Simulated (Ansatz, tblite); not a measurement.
Cost and result up the ladder for Mg3O2⁺ (the lowest doublet isomer of a short search) (5 atoms). Charge 1, multiplicity 2. Geometry: PBE-D4/def2-SVP.

```xyz
5

Mg    0.009    1.384    0.501
Mg    0.503   -1.996    1.716
Mg   -0.275   -0.330   -1.408
O    -0.385    1.530   -1.317
O     0.148   -0.589    0.507
```

Ansatz on 4 threads of Arm Neoverse V2 on a shared host; xTB runs through tblite on one thread. Times are rough, summed over both states, and most runs start from the orbitals of an earlier one. PBE-QIDH/def2-TZVP serves as the yardstick here, not as an exact answer. The other state is a quartet at its own geometry.

The xTB rows come from tblite. B3LYP takes the VWN-RPA correlation. Correlated methods freeze 5 core orbitals; core or outer-core shells of Mg are correlated, in sets that lack core-valence functions. The structure comes from a short search, and lower isomers may exist.

Run but left out: HF/def2-SVP, MP2/def2-SVP, CCSD/def2-SVP, CCSD(T)/def2-SVP (flagged by the program: other roots).

Correlated methods converge slowly with the basis.

xTB has no spin-polarisation term.

| level | functions | quartet − doublet (eV) | difference from PBE-QIDH/def2-TZVP (eV) |
| --- | --- | --- | --- |
| RPA@PBE/def2-TZVP | 158 | 1.77 | -0.56 |
| MP2/def2-TZVP | 158 | 2.90 | 0.57 |
| GFN1-xTB | 20 | 2.38 | 0.04 |
| PBE-QIDH/def2-TZVP | 158 | 2.33 | 0.00 |
| PBE0-D4/def2-TZVP | 158 | 2.00 | -0.33 |
| ωB97X-V/def2-TZVP | 158 | 2.46 | 0.12 |
| r2SCAN-D4/def2-TZVP | 158 | 1.94 | -0.39 |
| CAM-B3LYP-D4/def2-TZVP | 158 | 2.21 | -0.13 |
| B3LYP-D4/def2-TZVP | 158 | 2.01 | -0.33 |
| GFN2-xTB | 35 | 2.21 | -0.12 |
| BLYP-D4/def2-TZVP | 158 | 2.00 | -0.34 |
| PBE-D4/def2-TZVP (with forces) | 158 | 2.05 | -0.29 |

(1) Estimate how long each takes.

Results:

(1) GFN1-xTB 0.004 s; GFN2-xTB 0.011 s; PBE-D4/def2-TZVP (with forces) 4.9 s; BLYP-D4/def2-TZVP 5.5 s; MP2/def2-TZVP 5.7 s; RPA@PBE/def2-TZVP 8.9 s; PBE0-D4/def2-TZVP 9.7 s; B3LYP-D4/def2-TZVP 9.9 s; CAM-B3LYP-D4/def2-TZVP 11 s; r2SCAN-D4/def2-TZVP 11 s; PBE-QIDH/def2-TZVP 11 s; ωB97X-V/def2-TZVP 30 s. On shared hardware such times vary by a factor of up to 3.
